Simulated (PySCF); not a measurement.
## Bi²⁺ (bismuth, charge +2) across methods

[Xe] 4f14 5d10 6s1 6p1 6d1, one real determinant (an excited configuration). Calculation: PySCF 2.14, in aug-cc-pVTZ-PP with ECP60MDF (6s5p4d2f, 55 functions); a scalar-relativistic core potential.

```json
{"method": "PW91", "E (hartree)": "-213.0443", "mean ε 6s α (eV)": "-34.675", "mean ε 6p α (eV)": "-22.670", "mean ε 6d α (eV)": "-11.575", "Σ⟨r²⟩ (bohr²)": "53.16", "⟨S²⟩": "3.751"}
{"method": "UHF", "E (hartree)": "-212.00121", "mean ε 6s α (eV)": "-39.365", "mean ε 6p α (eV)": "-26.772", "mean ε 6d α (eV)": "-12.731", "Σ⟨r²⟩ (bohr²)": "55.35", "⟨S²⟩": "3.752"}
{"method": "r2SCAN", "E (hartree)": "-213.0359", "mean ε 6s α (eV)": "-34.970", "mean ε 6p α (eV)": "-22.990", "mean ε 6d α (eV)": "-11.448", "Σ⟨r²⟩ (bohr²)": "53.27", "⟨S²⟩": "3.752"}
{"method": "PBE0", "E (hartree)": "-212.9469", "mean ε 6s α (eV)": "-35.997", "mean ε 6p α (eV)": "-23.774", "mean ε 6d α (eV)": "-11.943", "Σ⟨r²⟩ (bohr²)": "53.52", "⟨S²⟩": "3.751"}
{"method": "MN15", "E (hartree)": "-212.4785", "mean ε 6s α (eV)": "-37.447", "mean ε 6p α (eV)": "-24.587", "mean ε 6d α (eV)": "-12.026", "Σ⟨r²⟩ (bohr²)": "53.57", "⟨S²⟩": "3.751"}
{"method": "TPSS", "E (hartree)": "-212.8822", "mean ε 6s α (eV)": "-34.514", "mean ε 6p α (eV)": "-22.594", "mean ε 6d α (eV)": "-11.480", "Σ⟨r²⟩ (bohr²)": "53.23", "⟨S²⟩": "3.751"}
{"method": "r2SCANh", "E (hartree)": "-213.0141", "mean ε 6s α (eV)": "-35.518", "mean ε 6p α (eV)": "-23.430", "mean ε 6d α (eV)": "-11.610", "Σ⟨r²⟩ (bohr²)": "53.38", "⟨S²⟩": "3.752"}
{"method": "PBE", "E (hartree)": "-212.9674", "mean ε 6s α (eV)": "-34.578", "mean ε 6p α (eV)": "-22.595", "mean ε 6d α (eV)": "-11.540", "Σ⟨r²⟩ (bohr²)": "53.24", "⟨S²⟩": "3.751"}
{"method": "LDA", "E (hartree)": "-212.6209", "mean ε 6s α (eV)": "-34.966", "mean ε 6p α (eV)": "-22.762", "mean ε 6d α (eV)": "-11.464", "Σ⟨r²⟩ (bohr²)": "53.19", "⟨S²⟩": "3.751"}
```

⟨L²⟩ = 8.00 against 12 for a pure F term, so this real determinant mixes terms. Energies and moments cover only the electrons outside the core potential. Spin-orbit coupling, absent here, splits the open shell strongly. The outer electron is Rydberg-like, and this basis confines it to a smaller radius and binds it less than a complete one would.
